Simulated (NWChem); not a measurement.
Program: NWChem. System: H₅AsSi, charge 1, spin multiplicity 2, at the geometry of a parent with another charge or spin, in a state set for the comparison that need not be this species' ground state. Its SCF solution wasn't tested for a lower state. Level: UPBE/def2-TZVP.

Input file:

```
start mol
memory heap 200 mb stack 900 mb global 1100 mb
charge 1
geometry units angstroms nocenter noautoz
  Si     1.556857    -0.299920     0.000000
  As    -0.782922     0.210597     0.000000
  H      2.168629     0.316780     1.213199
  H      2.168629     0.316780    -1.213199
  H      1.847284    -1.763346     0.000000
  H     -1.072058    -0.810518     1.103552
  H     -1.072058    -0.810518    -1.103552
  symmetry group Cs
end
basis spherical
  * library def2-tzvp
end
dft
  xc xpbe96 cpbe96
  odft
  mult 2
  semidirect memsize 60000000 filesize 0
  iterations 100
end
task dft energy
```

Output (cleaned and shortened):

```
             Northwest Computational Chemistry Package (NWChem) 7.3.0
             --------------------------------------------------------

                                NWChem Input Module
                                -------------------

 Scaling coordinates for geometry "geometry" by  1.889725989
 (inverse scale =  0.529177249)

 Turning off AUTOSYM since
 SYMMETRY directive was detected!

                             Geometry "geometry" -> ""
                             -------------------------

 Output coordinates in angstroms (scale by  1.889725989 to convert to a.u.)

  No.       Tag          Charge          X              Y              Z
 ---- ---------------- ---------- -------------- -------------- --------------
    1 Si                  14.0000     1.55685700    -0.29992000     0.00000000
    2 As                  33.0000    -0.78292200     0.21059700     0.00000000
    3 H                    1.0000     2.16862900     0.31678000     1.21319900
    4 H                    1.0000     2.16862900     0.31678000    -1.21319900
    5 H                    1.0000     1.84728400    -1.76334600     0.00000000
    6 H                    1.0000    -1.07205800    -0.81051800     1.10355200
    7 H                    1.0000    -1.07205800    -0.81051800    -1.10355200

 Effective nuclear repulsion energy (a.u.)     162.9399506602

            Nuclear Dipole moment (a.u.)
            ----------------------------
        X                 Y               Z
 ---------------- ---------------- ----------------
    -0.0000037795    -0.0000018897     0.0000000000

      Symmetry information
      --------------------

 Group name             Cs
 Group number              2
 Group order               2
 No. of unique centers     5

      Symmetry unique atoms

     1    2    3    5    6


 Summary of "ao basis" -> "" (spherical)
 ------------------------------------------------------------------------------
       Tag                 Description            Shells   Functions and Types
 ---------------- ------------------------------  ------  ---------------------
 *                         def2-tzvp                  on all atoms

  pbe96 is a nonlocal functional; adding pw91lda local functional.

                                 NWChem DFT Module
                                 -----------------

 Summary of "ao basis" -> "ao basis" (spherical)
 ------------------------------------------------------------------------------
       Tag                 Description            Shells   Functions and Types
 ---------------- ------------------------------  ------  ---------------------
 Si                        def2-tzvp                13       37   5s5p2d1f
 As                        def2-tzvp                16       48   6s5p4d1f
 H                         def2-tzvp                 4        6   3s1p

 Summary of "ao basis" -> "ao basis" (spherical)
 ------------------------------------------------------------------------------
       Tag                 Description            Shells   Functions and Types
 ---------------- ------------------------------  ------  ---------------------
 Si                        def2-tzvp                13       37   5s5p2d1f
 As                        def2-tzvp                16       48   6s5p4d1f
 H                         def2-tzvp                 4        6   3s1p

      Symmetry analysis of basis
      --------------------------

        a'         74
        a"         41

            General Information
[...]
    87      0.150355  3 H  s                 93      0.150355  4 H  s
    47      0.134887  2 As px                54     -0.134357  2 As py
    56     -0.132268  2 As px                98     -0.097463  5 H  s

 Vector   26  Occ=0.000000D+00  E=-4.670975D-01  Symmetry=a'
              MO Center= -3.4D-01,  5.1D-02, -6.1D-15, r^2= 3.2D+00
   Bfn.  Coefficient  Atom+Function         Bfn.  Coefficient  Atom+Function
  ----- ------------  ---------------      ----- ------------  ---------------
    54      0.328282  2 As py                53     -0.284418  2 As px
    42      0.263821  2 As s                 43      0.252733  2 As s
    57      0.239343  2 As py                15      0.213231  1 Si px
    48     -0.199131  2 As py                56     -0.186150  2 As px
    47      0.167844  2 As px                99      0.124398  5 H  s

 Vector   27  Occ=0.000000D+00  E=-2.379961D-01  Symmetry=a'
              MO Center=  1.7D-01, -1.9D-01, -2.4D-13, r^2= 4.7D+00
   Bfn.  Coefficient  Atom+Function         Bfn.  Coefficient  Atom+Function
  ----- ------------  ---------------      ----- ------------  ---------------
     5      0.714505  1 Si s                 56     -0.716777  2 As px
    18     -0.426058  1 Si px                15     -0.409083  1 Si px
     4      0.357350  1 Si s                 53     -0.343217  2 As px
   100     -0.302656  5 H  s                106     -0.262918  6 H  s
   112     -0.262918  7 H  s                 47      0.205973  2 As px

 Vector   28  Occ=0.000000D+00  E=-2.365718D-01  Symmetry=a"
              MO Center= -5.8D-01, -1.2D-02,  3.2D-13, r^2= 3.4D+00
   Bfn.  Coefficient  Atom+Function         Bfn.  Coefficient  Atom+Function
  ----- ------------  ---------------      ----- ------------  ---------------
    58      0.777911  2 As pz               106     -0.596087  6 H  s
   112      0.596087  7 H  s                 55      0.358331  2 As pz
   105     -0.254067  6 H  s                111      0.254067  7 H  s
    49     -0.199012  2 As pz               104     -0.110943  6 H  s
   110      0.110943  7 H  s                 88     -0.108370  3 H  s

   alpha - beta orbital overlaps
   -----------------------------

   alpha      1      2      3      4      5      6      7      8      9     10
    beta      1      2      3      4      5      6      7      8      9     10
 overlap   1.000  1.000  1.000  0.993  1.000  0.993  1.000  1.000  0.998  1.000

   alpha     11     12     13     14     15     16     17     18     19     20
    beta     11     12     13     14     15     16     17     18     19     20
 overlap   0.998  0.999  0.999  1.000  0.977  0.999  0.977  0.999  0.992  0.999

   alpha     21     22     23     24     25     26     27     28     29     30
    beta     21     22     23     26     25     24     27     28     29     30
 overlap   0.998  1.000  0.989  0.869  0.879  1.000  0.996  0.996  0.999  0.995

   alpha     31     32     33     34     35     36     37     38     39     40
    beta     31     32     33     34     35     37     36     38     39     40
 overlap   0.995  0.999  0.991  0.995  0.990  0.981  1.000  0.991  0.997  0.932

   alpha     41     42     43     44     45     46     47     48     49     50
    beta     41     42     43     44     45     46     47     48     49     50
 overlap   0.925  0.982  0.995  0.978  0.996  0.974  0.999  0.996  0.996  0.997

   alpha     51     52     53     54     55     56     57     58     59     60
    beta     51     52     53     54     55     56     57     58     59     60
 overlap   0.998  0.998  0.999  0.998  0.998  0.997  0.951  0.951  0.999  0.994

   alpha     61     62     63     64     65     66     67     68     69     70
    beta     61     62     63     65     64     66     67     68     70     69
 overlap   0.995  0.979  0.950  0.868  0.945  0.874  0.983  0.987  0.957  0.930

   alpha     71     72     73     74     75     76     77     78     79     80
    beta     71     72     73     74     75     76     77     78     79     80
 overlap   0.959  0.923  0.949  0.952  0.999  0.998  0.998  1.000  0.996  0.996

   alpha     81     82     83     84     85     86     87     88     89     90
    beta     81     82     83     84     85     86     87     88     89     90
 overlap   0.999  0.998  0.999  0.997  0.999  0.992  0.999  0.993  0.997  0.996

   alpha     91     92     93     94     95     96     97     98     99    100
    beta     91     92     93     94     95     96     97     98     99    100
 overlap   0.998  0.996  0.999  0.999  0.997  0.997  1.000  1.000  0.999  0.995

   alpha    101    102    103    104    105    106    107    108    109    110
    beta    101    102    103    104    105    106    107    108    109    110
 overlap   0.995  1.000  0.999  1.000  1.000  0.992  1.000  0.992  1.000  1.000

   alpha    111    112    113    114    115
    beta    111    112    113    114    115
 overlap   1.000  1.000  1.000  1.000  1.000

     --------------------------
     Expectation value of S2:
     --------------------------
      <S2> =      0.7530 (Exact =     0.7500)

 center of mass
 --------------
 x =  -0.19310232 y =   0.08079877 z =   0.00000000

 moments of inertia (a.u.)
 ------------------
          56.150382026054          89.603843176041           0.000000000000
          89.603843176041         475.896800590995           0.000000000000
           0.000000000000           0.000000000000         493.326481288042

     Multipole analysis of the density
     ---------------------------------

     L   x y z        total         alpha         beta         nuclear
     -   - - -        -----         -----         ----         -------
     0   0 0 0      1.000000    -26.000000    -25.000000     52.000000

     1   1 0 0      0.061268      0.440361     -0.379089     -0.000004
     1   0 1 0     -0.301531     -0.249650     -0.051880     -0.000002
     1   0 0 1      0.000000      0.000000      0.000000      0.000000

     2   2 0 0    -15.234893   -134.744494   -127.887081    247.396682
     2   1 1 0     -1.887454     22.476890     18.930273    -43.294617
     2   1 0 1      0.000000      0.000000      0.000000      0.000000
     2   0 2 0    -20.846376    -25.389299    -21.693263     26.236186
     2   0 1 1     -0.000000      0.000000     -0.000000      0.000000
     2   0 0 2    -21.507175    -20.929380    -19.787827     19.210032

 Task  times  cpu:       31.1s     wall:       31.1s

 Total times  cpu:       31.2s     wall:       31.2s
```
